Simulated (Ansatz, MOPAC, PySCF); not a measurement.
System: C2H2O, net charge 0, singlet state. SMILES: C#CO
Geometry: optimised at B3LYP-D3(BJ)/def2-TZVP (Ansatz, a program for electronic structure).

Unscaled harmonic wavenumbers (cm⁻¹) in rising order, each level at the stationary point that it reaches from this structure (no distance between atoms moves by over 0.3 Å); the order of modes can differ between levels, and a negative number is imaginary. B3LYP-D3(BJ)/def2-TZVP (PySCF, at the structure above): 397, 439, 540, 641, 1085, 1248, 2280, 3488, 3747.

PM3 (MOPAC): 433, 449, 787, 832, 1187, 1377, 2335, 3362, 3872. Zero-point energy 20.9 against 19.8 kcal/mol; where all levels lie over 400 cm⁻¹, the wavenumbers are on average 1.139 times those of B3LYP-D3(BJ)/def2-TZVP.

HF/3-21G (Ansatz): 532, 581, 869, 944, 1127, 1367, 2477, 3691, 3839. Zero-point energy 22.1 against 19.8 kcal/mol; where all levels lie over 400 cm⁻¹, the wavenumbers are on average 1.198 times those of B3LYP-D3(BJ)/def2-TZVP.

HF/6-31G* (Ansatz): 463, 532, 700, 797, 1168, 1386, 2480, 3683, 4065. Zero-point energy 21.8 against 19.8 kcal/mol; where all levels lie over 400 cm⁻¹, the wavenumbers are on average 1.136 times those of B3LYP-D3(BJ)/def2-TZVP.

B3LYP/6-31G* (Ansatz): 366, 398, 528, 627, 1091, 1268, 2302, 3515, 3699. Zero-point energy 19.7 against 19.8 kcal/mol; where all levels lie over 400 cm⁻¹, the wavenumbers are on average 0.997 times those of B3LYP-D3(BJ)/def2-TZVP.
